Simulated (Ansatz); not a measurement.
A CCSD(T) single point on Br$_{2}$ClIn (`[Cl][In]([Br])[Br]`).

```yaml
crystal:
  periodic: [false, false, false]
  atoms:
    - {symbol: Cl, position_ang: [-1.918364, -0.981535, 0.865525]}
    - {symbol: In, position_ang: [-0.018889, -0.009657, 0.008519]}
    - {symbol: Br, position_ang: [2.162814, -0.776119, 0.767664]}
    - {symbol: Br, position_ang: [-0.225550, 1.767312, -1.641708]}
basis:
  gaussian: {orbitals: def2-TZVPP}
correlation: {method: ccsd_t}
output: {orbitals: {seedname: orbitals}}
```

```sh
$ ansatz run in.yaml --threads 4 --pin off --events-out ev --progress --plain --max-ram 10444MiB
```

Log, shortened:

```
Functional definition: HF
1388 factors; integrals over basis functions are off by at most 8.2e-4 eV
mean field evaluation 1: about -157654.3547 eV, gradient 2.0e1 eV
mean field evaluation 2: about -157654.3946 eV, gradient 2.0e1 eV
mean field evaluation 4: about -157655.6843 eV, gradient 1.5e0 eV
mean field evaluation 8: about -157655.6994 eV, gradient 6.2e-5 eV
mean field -157655.69937478 eV, -5793.7400891518 hartree, gradient 2.0e-6 eV, S^2 0.000000; 0 other end points of the search recorded, 0 dependent functions left out
27 core orbitals not correlated: weight in the atoms' cores, before any rotation towards them, 1.000 or more for the frozen orbitals, at most 0.000 for the correlated occupied ones
reference -157655.69937478 eV, -5793.7400891518 hartree; 27, 27 occupied and 134, 134 virtual orbitals, 1388 factors
second order -27.16700990 eV of doubles, -0.00000000 eV of singles
cycle   1  -26.94932648 eV  change    2.2e-1 eV  update   1.1e-1
cycle   2  -27.53346334 eV  change   -5.8e-1 eV  update   2.8e-2
cycle   3  -27.62521104 eV  change   -9.2e-2 eV  update   1.7e-2
cycle   4  -27.60061169 eV  change    2.5e-2 eV  update   4.6e-3
cycle   5  -27.59936268 eV  change    1.2e-3 eV  update   1.8e-3
cycle   6  -27.59990041 eV  change   -5.4e-4 eV  update   3.7e-4
cycle   7  -27.59969948 eV  change    2.0e-4 eV  update   1.2e-4
cycle   8  -27.59971216 eV  change   -1.3e-5 eV  update   2.9e-5
perturbative correction -0.98916671 eV, -0.0363512060 hartree
Total energy: -157684.28825364 eV, -5794.7907110720 hartree
```

It took 12 s on 4 threads of an AMD EPYC 9R45 on a shared host, with 1.6 GiB of host memory at the peak.

MP2 recovers 95.0 % of the CCSD(T) correlation energy and the triples give 3.5 %; T1 = 0.0104.
